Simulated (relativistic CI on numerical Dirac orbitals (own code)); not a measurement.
# Ni⁴⁺ in a cubic cluster: L2,3 absorption with charge transfer

Computed with a charge-transfer multiplet model of a cubic metal-ligand cluster with up to 3 ligand holes, Slater and spin-orbit integrals from Dirac-Coulomb-Breit ions, Slater integrals scaled by 0.8. The ground state mixes d6 with configurations of k ligand holes L, whose averages lie at kΔ + k(k − 1)U_dd/2; a core hole lowers each added d electron by U_cd. 300 K, Lorentzian 0.4 eV and Gaussian 0.3 eV FWHM.

Atomic integrals in eV (Slater integrals scaled, ζ unscaled), ground: F2dd 11.354, F4dd 7.124, zeta_d 0.099; with the core hole: F2dd 11.936, F4dd 7.492, zeta_d 0.124, zeta_core 11.400, F2cd 7.214, G1cd 5.576, G3cd 3.173.

Cluster parameters (eV): Δ = -1, U_dd = 7.9, 10Dq = 1.75, 10Dq(ligand) = 1.1, V(eg) = 1.75, V(t2g) = -0.92, final-state hopping factor = 1.

| Case | n_d | d6 | d7L | d8L2 | d9L3 | S |
| --- | --- | --- | --- | --- | --- | --- |
| U_cd = 9 eV | 6.81 | 0.29 | 0.61 | 0.10 | 0.00 | 0.09 |
| U_cd = 9.6 eV | 6.81 | 0.29 | 0.61 | 0.10 | 0.00 | 0.09 |
| U_cd = 10.2 eV | 6.81 | 0.29 | 0.61 | 0.10 | 0.00 | 0.09 |
| U_cd = 10.8 eV | 6.81 | 0.29 | 0.61 | 0.10 | 0.00 | 0.09 |
| U_cd = 12 eV | 6.81 | 0.29 | 0.61 | 0.10 | 0.00 | 0.09 |

Weights, n_d and S are thermal averages at 300 K. Photon energies count from the first peak over 30 % of the highest in each spectrum, which can be another peak from case to case. The parameters are a model scan and need not match a compound or its usual spin state. Peaks in eV (height, largest 100):
- U_cd = 9 eV: -1.7 (5), 0.0 (100), 2.0 (34), 2.8 (27), 17.1 (48), 18.7 (14), 19.6 (8), 20.0 (8)
- U_cd = 9.6 eV: -1.6 (5), 0.0 (100), 1.9 (32), 2.5 (27), 7.1 (6), 17.1 (46), 18.7 (13), 19.6 (8), 20.0 (8)
- U_cd = 10.2 eV: 0.0 (100), 1.9 (32), 2.5 (26), 7.2 (8), 17.1 (45), 18.8 (12), 19.5 (8)
- U_cd = 10.8 eV: 0.0 (100), 1.8 (31), 2.5 (24), 7.1 (9), 17.1 (43), 18.8 (12)
- U_cd = 12 eV: 0.0 (100), 1.8 (30), 2.6 (19), 7.0 (12), 9.0 (7), 17.1 (42), 18.9 (11), 24.0 (5)

For the case U_cd = 10.2 eV, Δ = -1 eV is smaller than U_dd = 7.9 eV, the charge-transfer side of the Zaanen-Sawatzky-Allen scheme (negative Δ: between configuration averages a ligand hole costs less than the nominal valence; multiplet and field energies can change this for the lowest states). With the core hole the configuration with one ligand hole lies at Δ + U_dd − U_cd = -2.1, -2.7, -3.3, -3.9, -5.1 eV from the one without, in the order of the table; where this is negative the screened configuration lies lower, though the effective hopping of about 3.1 eV (from the holes of the mixed ground state) mixes the two strongly wherever it is as large as the gap.
